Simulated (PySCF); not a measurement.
Ge(F)2(SH)2 (F₂GeH₂S₂), SMILES [F][Ge]([F])([SH])[SH].

The structure is a stationary point at ωB97X-D3(BJ)/def2-SVP. The structure was generated by enumeration, and PubChem lists no compound with its InChIKey, so it may never have been made. One conformer was computed; it need not be the lowest.

Computed with TDA-B3LYP/def2-SVPD run with PySCF 2.14.0.

Vertical excitations.  State labels are in the subgroup C2.

```tsv
state	symmetry	energy (eV)	λ (nm)	f	main pairs
S1	B	5.28	235	0.032	HOMO→LUMO 96 %
S2	A	5.46	227	0.011	HOMO−1→LUMO 96 %
S3	B	6.22	199	0.022	HOMO→LUMO+1 91 %
S4	A	6.38	194	0.018	HOMO−1→LUMO+1 75 %, HOMO→LUMO+2 22 %
S5	A	6.87	180	0.012	HOMO→LUMO+2 74 %, HOMO−1→LUMO+1 22 %
S6	B	7.01	177	0.047	HOMO−2→LUMO 41 %, HOMO−1→LUMO+2 36 %, HOMO−1→LUMO+3 17 %
S7	B	7.10	175	0.065	HOMO−1→LUMO+2 56 %, HOMO−2→LUMO 22 %, HOMO−1→LUMO+3 11 %
S8	A	7.22	172	0.002	HOMO→LUMO+3 88 %
S9	B	7.40	168	0.018	HOMO→LUMO+4 50 %, HOMO−1→LUMO+3 42 %
S10	B	7.75	160	0.127	HOMO−2→LUMO+1 81 %
T1	B	4.79	259	0	HOMO→LUMO 96 %
T2	A	5.03	246	0	HOMO−1→LUMO 96 %
T3	B	5.82	213	0	HOMO→LUMO+1 76 %, HOMO−1→LUMO+2 18 %
T4	A	5.92	209	0	HOMO−1→LUMO+1 57 %, HOMO→LUMO+2 37 %
```
Triplets are in the Tamm–Dancoff approximation.
